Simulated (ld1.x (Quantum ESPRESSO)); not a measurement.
Configuration tests for bismuth (Bi) (ultrasoft)

```json
{
  "Element": "bismuth (Bi)",
  "Generator": "ld1.x (Quantum ESPRESSO) 7.5",
  "Type": "ultrasoft",
  "Functional": "LDA (PZ)",
  "Relativity": "scalar-relativistic",
  "Frozen core": "[Xe] 4f14",
  "Valence charge": "15",
  "Reference configuration": "5d10 6s1.5 6p3.5",
  "Partial waves": "6s (bound): rcut 1.55, rcutus 1.90 bohr; 6s channel at 0.1 Ry: rcut 1.55, rcutus 1.90 bohr; 6p (bound): rcut 1.85, rcutus 2.45 bohr; 6p channel at 1.35 Ry: rcut 1.85, rcutus 2.45 bohr; 5d (bound): rcut 1.90, rcutus 2.05 bohr; 5d channel at -1 Ry: rcut 1.90, rcutus 2.05 bohr",
  "Local potential": "all-electron potential smoothed inside 1.65 bohr (lloc = -2)",
  "Core correction": "none",
  "Augmentation charge": "PSQ, inside the norm-conserving radii"
}
```

Energies are relative to the spin-unpolarised reference configuration 5d10 6s1.5 6p3.5; without spin polarisation the order of configurations can differ from experiment. Spin-polarised rows fill each open shell by Hund’s rule, majority spin first. The frozen-core shift is the all-electron ΔE with the core orbitals held at their reference shape minus the fully relaxed ΔE.

```csv
valence configuration,charge,ΔE all-electron (eV),error AE − PS (meV),frozen-core shift (meV)
5d10 6s2 6p2,+1,3.113,-2.3,+2.8
5d10 6s2 6p1,+2,18.678,-6.6,+9.5
5d10 6s2 6p2.5,+0.5,-1.833,-0.7,+0.9
5d10 6s1 6p0,+4,88.308,-61,+49
5d9 6s2 6p3,+1,28.407,-256,+68
5d10 6s1.5 6p3.5 (spin-polarised),0,-1.000,+35,+0.4
5d10 6s2 6p3 (spin-polarised),0,-6.065,+19,-0.2
```

Task: What are ΔE and the potential's error for 5d10 6s2 6p3?

Result: ΔE = -5.041 eV all-electron; the error (AE − PS) is +0.5 meV.

Task: What are ΔE and the potential's error for 5d10 6s1 6p3?

Result: ΔE = 14.008 eV all-electron; the error (AE − PS) is -5.6 meV.

A variational frozen-core shift is positive and of second order in the change. This column holds negative values, so the frozen-core run of ld1.x carries numerical noise or an error of first order here, and the column gives no more than the rough size of the effect.
